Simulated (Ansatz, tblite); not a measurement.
Forces on the cluster Cr₃⁻ at its r2SCAN-D4/def2-TZVPD geometry. Total charge -1; doublet.

The xTB rows come from tblite. At CAM-B3LYP-D4/def2-TZVPD the charge -1 doublet is spin-contaminated (final ⟨S²⟩ up to 8.17, 0.75 for a pure state). The geometry of the doublet was relaxed on an unsound state (⟨S²⟩ 7.81, where a pure state has 0.75). At PBE0-D4/def2-TZVPD a sextet of charge -1 lies 2.03 eV below the doublet, each at its own geometry. That sextet is doubtful there (⟨S²⟩ 14.37, where a pure state has 8.75). The structure comes from a short search, and lower isomers may exist.

GFN1-xTB (tblite), largest force 5.09 eV/Å:

```xyz
3
positions Å, forces eV/Å
Cr    0.699    1.350   -0.008   -2.357   -4.500    0.045
Cr    0.560   -1.174   -0.809   -1.871    3.894    2.693
Cr   -1.259   -0.176    0.817    4.228    0.606   -2.738
```

GFN2-xTB (tblite), largest force 2.02 eV/Å:

```
Cr 0.954 1.748 -0.044
Cr 0.733 -1.484 -1.040
Cr -1.686 -0.264 1.084
```

CAM-B3LYP-D4/def2-TZVPD (Ansatz), largest force 0.48 eV/Å:

```
Cr 0.105 0.452 0.088
Cr 0.061 -0.433 -0.197
Cr -0.166 -0.020 0.109
```
